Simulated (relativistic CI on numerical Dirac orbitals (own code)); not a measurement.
Ag VIII: calculation against measurement

Calculated at this level of theory: Dirac-Coulomb-Breit CI, KLI orbitals optimised for each configuration, a model potential for QED, unscaled Slater integrals (own radial code, finite nucleus).

Configuration list (outside the closed core [Ar] 3d10): 4s2 4p6 4d4, 4s2 4p6 4d3 5s, 4s2 4p6 4d3 4f, 4s2 4p5 4d5, 4s2 4p6 4d3 5p, 4s 4p6 4d5, 4s2 4p6 4d2 5s 5p, 4s2 4p6 4d3 5d, 4s2 4p6 4d2 4f 5s, 4s2 4p6 4d3 6s, 4s2 4p6 4d3 6p, 4s2 4p6 4d3 5f, 4s2 4p6 4d2 5s2, 4s2 4p6 4d 4f 5s2, 4s2 4p6 4d 5s2 5p, 4s2 4p6 4d 5s2 5d, 4s2 4p6 4d2 5p2, 4s2 4p6 4d 5s 5p2, 4s2 4p6 4d 4f 5p2, 4s2 4p6 4d 5p3, 4s2 4p6 4d 5p2 5d. Double excitations out of closed p, d and f shells are left out; levels of such configurations are missing from the list, as are those of other unlisted configurations, and high levels can miss mixing partners.

```csv
Configuration,Term (tabulated),J,Measured (cm⁻¹),Computed,Error,Purity (%)
4s2 4p6 4d4,5D,0,0.0,0,0,94
4s2 4p6 4d4,5D,1,1340.0,1168,-172,97
4s2 4p6 4d4,5D,2,3212.0,2927,-285,98
4s2 4p6 4d4,5D,3,5292.0,4967,-325,98
4s2 4p6 4d4,5D,4,7443.0,7156,-287,96
4s2 4p6 4d4,3P,0,21309.0,24395,3086,85
4s2 4p6 4d4,3H,4,23302.0,26415,3113,72
4s2 4p6 4d4,3H,5,26250.0,29173,2923,87
4s2 4p6 4d4,3P,1,26526.0,29554,3028,94
4s2 4p6 4d4,3F,2,28051.0,31362,3311,94
4s2 4p6 4d4,3H,6,28185.0,31101,2916,93
4s2 4p6 4d4,3P,2,32134.0,35519,3385,83
4s2 4p6 4d4,3G,4,32698.0,36258,3560,61
4s2 4p6 4d4,3G,5,35077.0,38413,3336,87
4s2 4p6 4d4,3D,3,36879.0,41573,4694,94
4s2 4p6 4d4,3D,2,38402.0,42768,4366,73
4s2 4p6 4d4,3D,1,39191.0,43623,4432,96
4s2 4p6 4d4,1I,6,39744.0,43891,4147,93
4s2 4p6 4d4,1G,4,43104.0,46825,3721,74
4s2 4p6 4d4,1F,3,52004.0,58906,6902,89
4s2 4p6 4d4,3F,2,61644.0,70307,8663,95
4s2 4p6 4d4,3P,1,63371.0,72275,8904,99
4s2 4p6 4d4,1G,4,69584.0,79513,9929,95
```

Measured levels from Atoms 5, 11 (2017), spectra Ag VII to Ag IX; pairs were made by configuration, J and term (by order where the table uses no LS term), so strongly mixed levels may be paired wrongly.

Mean error by configuration (cm⁻¹): 4s2 4p6 4d4 3788. Over the excited levels the mean absolute error is 3886 cm⁻¹ (22 of the 28 excited levels that our extract of the source holds in range could be paired, and the others can miss by more), and the median relative error of those above 1,000 cm⁻¹ is 11 %. Some levels of the ground configuration have no partner.
